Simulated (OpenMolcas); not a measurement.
## 3d² along the 20-electron sequence

```
Program             : OpenMolcas 26.06
Method              : XMS-CASPT2, IPEA 0.25 Eh, imaginary shift 0.1 Eh
Basis               : ANO-RCC-VTZP
Scalar Hamiltonian  : DKH2, point nucleus
Spin-orbit coupling : state interaction with AMFI integrals over the reference wave functions, term energies averaged over their components
```

Active space for each ion: 2 electrons in 5 orbitals (3d); closed shells correlated by CASPT2: 3s 3p.

Computed levels in cm-1 above ³F₂:

```tsv
Level	Cr4+	Mn5+	Co7+
³F₃	508	756	1380
³F₄	1156	1709	3080
¹D₂	13440	15900	20240
³P₀	16100	18790	23090
³P₁	16280	19060	23600
³P₂	16680	19670	24830
¹G₄	22660	26550	33180
¹S₀	52650	61680	77680
weight of ³F in the lowest level (%)	100	100	100
```

Measured, with the error of the calculation in %. Measured levels: Cr4+ from Sugar and Corliss, J. Phys. Chem. Ref. Data 6, 317 (1977); Mn5+ from Corliss and Sugar, J. Phys. Chem. Ref. Data 6, 1253 (1977); Co7+ from Sugar and Corliss, J. Phys. Chem. Ref. Data 10, 1097 (1981).

```csv
Level,Cr4+,Mn5+,Co7+
³F₃,508 (0),746 (+1.3),1430 (-3.5)
³F₄,1142 (+1.3),1669 (+2.4),3144 (-2.1)
¹D₂,13188 (+1.9),15336 (+3.7),19624 (+3.1)
³P₀,15492 (+3.9),17782 (+5.7),22304 (+3.5)
³P₁,15677 (+3.9),18057 (+5.6),22839 (+3.3)
³P₂,16041 (+4.0),18628 (+5.6),24055 (+3.2)
¹G₄,22019 (+2.9),25511 (+4.1),32360 (+2.5)
¹S₀,51146 (+2.9),,74247 (+4.6)
```

The fine-structure level ³F₄ changes by a factor of 2.66 from Cr4+ to Co7+. Its fourth root runs 5.83, 6.43, 7.45, with steps per unit of Z of 0.60, 0.51; equal steps would mean a (Z - σ)^4 law with constant σ.

¹D₂ changes by a factor of 1.51 over the same range, with steps per unit of Z of +2460, +2170 cm-1.

CASPT2 breaks the degeneracy within a term, and the mean is taken; among the terms shown or strongly mixed into the levels shown the widest spread is 1100 cm-1 (3d² ¹G, Cr4+). Computed and measured levels are paired by configuration, term and J; levels that our copy of the source lacks, or whose pairing is in doubt (as where it misses far off the trend of its configuration), stay unpaired and out of the deviations. Only configurations of the active space appear.
